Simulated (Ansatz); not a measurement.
B4P4⁻, relaxed as a doublet with UKS B3LYP-D4/def2-SVPD in Ansatz, starting from the GFN1-xTB geometry. Force threshold 0.02 eV/Å.

The relaxation made no stability test and no search for a lower SCF solution. The structure comes from a short search, and lower isomers may exist.

Start:

```tsv
atom	x (Å)	y (Å)	z (Å)
B1	-0.571	-1.081	1.320
B2	0.372	0.703	-0.859
B3	1.167	-0.686	-0.223
B4	-1.091	0.833	0.045
P5	0.976	-1.994	1.110
P6	-0.830	2.169	-1.167
P7	2.036	0.111	-1.613
P8	-2.058	-0.054	1.387
```

(1) Estimate the energy that the relaxation releases and the steps that it takes.

(2) Does the start keep its bonding and symmetry?

(3) Predict the relaxed structure.

Answers

(1) 37.8 kJ/mol, in 10 steps; 95 s on 4 threads of Arm Neoverse N1 on a shared host. No frequencies were taken in this run, so the end may be a saddle point.

(2) Bonds formed: B1–B3, B1–B4, B3–B4 (atoms count from 1). Point group C2 at the start, D2h at the end, both within 0.05 Å; within 0.015 Å the end is D2.

(3) 
```
atom    x (Å)    y (Å)    z (Å)
  B1  -0.5035  -0.9530   1.1622
  B2   0.5038   0.9535  -1.1627
  B3   0.8159  -0.5526  -0.0995
  B4  -0.8161   0.5524   0.0997
  P5   0.9488  -2.0219   1.0709
  P6  -0.9404   2.0319  -1.0588
  P7   2.0201   0.0114  -1.4329
  P8  -2.0286  -0.0217   1.4212
```
Bond lengths: 8 × B–P 1.81 to 1.88 Å; 5 × B–B 1.87 to 1.98 Å.
